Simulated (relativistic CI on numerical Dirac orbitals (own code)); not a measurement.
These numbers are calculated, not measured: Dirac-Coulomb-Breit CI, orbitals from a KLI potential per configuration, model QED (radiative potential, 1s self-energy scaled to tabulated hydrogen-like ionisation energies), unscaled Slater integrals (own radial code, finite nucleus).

The strongest absorption lines from the ground level of an ion, among the configurations computed and to levels below about 996 eV (vacuum wavelength in nm, gf): 1.2455 (0.18), 3.8138 (0.27), 3.8279 (0.062), 4.1267 (0.14), 4.1436 (1.9), 4.1901 (0.058), 4.3710 (1.6), 4.6246 (0.18).

(1) Which ion is it?
A. Pr³⁴⁺
B. Tb⁴⁰⁺
C. I²⁸⁺
D. Ba³¹⁺

Results:

(1) A. Pr³⁴⁺ has 25 electrons and the ground level 3s2 3p6 3d7 4F_9/2; the strongest line goes to 3s2 3p5 3d8 4D°_7/2. The pattern of lines fixes the number of electrons, and along that sequence the line energies rise steadily with the charge (about as its square where n changes within one kind of shell, about linearly where n is kept but much faster in heavy ions where fine structure, which grows about as Z⁴, sets the gap, and irregularly where shells cross), which fixes Z. Configurations outside the model, such as inner-shell arrays, can give stronger lines. At this charge energies of transitions that change n are usually good to better than 1 %, and those within a shell (Δn = 0) to a few per cent. Terms inside the open d or f shell come out 10 to 20 % too wide with unscaled integrals.

LS names give the leading component of a level, which can be under half, so a name can repeat, a term be missing and a line seem to break the LS rules.
